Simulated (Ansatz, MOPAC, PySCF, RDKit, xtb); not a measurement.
Complex: H2O (SMILES O) (first 3 atoms) with PH3 (SMILES P); geometry from B3LYP-D3(BJ)/def2-TZVP, rigid monomers moved along the line of their centres of mass till H2···P4 is 2.32 Å.
(charge 0, multiplicity 1):
```xyz
7

O      0.2632    -0.0779    -0.5425
H      0.1242     0.0001     0.4118
H      1.1449     0.2748    -0.6984
P     -0.4053     0.1270     2.6716
H      0.2304    -0.5901     3.7141
H     -0.5328     1.3223     3.4200
H     -1.7028    -0.3421     2.9880
```

| level | interaction energy (kcal/mol) | minus CCSD(T)/CBS(aug-cc-pV(D+d)Z, aug-cc-pV(T+d)Z) | cost |
|---|---|---|---|
| MMFF94 | -0.56 | 1.19 | - |
| UFF | 11.04 | 12.79 | - |
| GFN-FF | -4.67 | -2.91 | - |
| AM1 | 2.27 | 4.03 | - |
| PM3 | 0.34 | 2.10 | - |
| PM6 | 2.02 | 3.78 | - |
| PM7 | 7.62 | 9.38 | - |
| GFN1-xTB | -4.13 | -2.37 | - |
| GFN2-xTB | -1.41 | 0.35 | - |
| HF/3-21G (no counterpoise) | -0.39 | 1.37 | - |
| HF/6-31G* | 1.57 | 3.32 | - |
| HF/aug-cc-pV(D+d)Z | 0.93 | 2.69 | - |
| HF/aug-cc-pV(T+d)Z | 0.86 | 2.62 | - |
| PBE/def2-TZVPPD | -2.39 | -0.63 | ×1 |
| PBE-D4/def2-TZVPPD | -2.98 | -1.22 | ×1 |
| BP86/6-31G* (no counterpoise) | -1.69 | 0.07 | - |
| r2SCAN/def2-TZVPPD | -1.95 | -0.19 | ×2 |
| r2SCAN-D3(BJ)/def2-TZVPPD | -2.19 | -0.43 | ×2 |
| r2SCAN-D4/def2-TZVPPD | -2.14 | -0.38 | ×2 |
| B3LYP/3-21G (no counterpoise) | -2.96 | -1.20 | - |
| B3LYP/6-31G* | -0.57 | 1.19 | - |
| B3LYP/6-31G* (no counterpoise) | -1.65 | 0.11 | - |
| B3LYP/6-311+G** (no counterpoise) | -1.79 | -0.03 | - |
| B3LYP/def2-TZVPPD | -1.24 | 0.51 | ×1 |
| B3LYP-D3(BJ)/def2-TZVPPD | -2.35 | -0.59 | ×1 |
| B3LYP-D4/def2-TZVPPD | -2.16 | -0.40 | ×1 |
| PBE0/def2-TZVPPD | -2.08 | -0.33 | ×1 |
| PBE0-D4/def2-TZVPPD | -2.61 | -0.85 | ×1 |
| wB97X-V/def2-TZVPPD | -1.94 | -0.19 | ×3 |
| wB97M-V/def2-TZVPPD | -1.64 | 0.12 | ×3 |
| MP2/6-31G* | 0.51 | 2.27 | - |
| MP2/aug-cc-pV(T+d)Z | -1.67 | 0.09 | - |
| MP2/CBS(aug-cc-pV(D+d)Z, aug-cc-pV(T+d)Z) | -1.91 | -0.15 | - |
| SCS-MP2/aug-cc-pV(D+d)Z | -0.35 | 1.41 | - |
| SCS-MP2/aug-cc-pV(T+d)Z | -0.98 | 0.78 | - |
| CCSD/aug-cc-pV(D+d)Z | -0.37 | 1.39 | - |
| CCSD/aug-cc-pV(T+d)Z | -1.04 | 0.72 | - |
| CCSD(T)/aug-cc-pV(D+d)Z | -0.70 | 1.06 | ×4 |
| CCSD(T)/aug-cc-pV(T+d)Z | -1.47 | 0.29 | ×40* |
| CCSD(T)/CBS(aug-cc-pV(D+d)Z, aug-cc-pV(T+d)Z) | -1.76 | 0.00 | ×40* |

 The comparison column counts from a level with limits of its own.

The rows run from -4.67 (GFN-FF) to 11.04 kcal/mol (UFF). In aug-cc-pV(T+d)Z the value moves HF 0.86, MP2 -1.67, CCSD -1.04, CCSD(T) -1.47, a shift of -2.33 from HF to CCSD(T). From aug-cc-pV(D+d)Z to aug-cc-pV(T+d)Z CCSD(T) changes by -0.77. The dispersion term adds -0.59 in PBE-D4, -0.23 in r2SCAN-D3(BJ), -0.18 in r2SCAN-D4. The 6 functionals in def2-TZVPPD without D3 or D4 span 1.15, from PBE to B3LYP.

Interaction energies are E(AB) − E(A) − E(B) at the monomers' geometry in the complex; basis-set methods are counterpoise corrected. Rows marked so take none. RDKit's UFF carries no charges.

Cores are frozen in the correlated methods. CBS(a, b) extrapolates the correlation energy as X⁻³ and adds the Hartree–Fock energy of set b. Rows in 3-21G, 6-311+G**, 6-31G* carry no dispersion term and start afresh at each structure (6-31G* with six Cartesian d functions). MP2/6-31G* freezes PySCF's default core. The state that AM1, PM3, PM6, PM7 reach isn't checked; PM7 holds dispersion and hydrogen-bond terms.

Run with Ansatz (a first-principles code) with Gaussian orbitals; MOPAC for AM1, PM3, PM6, PM7 (differences of heats of formation); PySCF for 3-21G rows, 6-311+G** rows, 6-31G* rows, the dispersion terms; RDKit for the force fields; xtb for the GFN methods. 

Costs are rough ratios of core time to PBE/def2-TZVPPD (about 3 s over the structures, on one shared machine); a dash marks a level with no comparable run of its own. A star marks coupled-cluster runs past 200 virtual orbitals, where the program's memory plan changes under this machine's limit, so their costs aren't comparable with smaller runs.
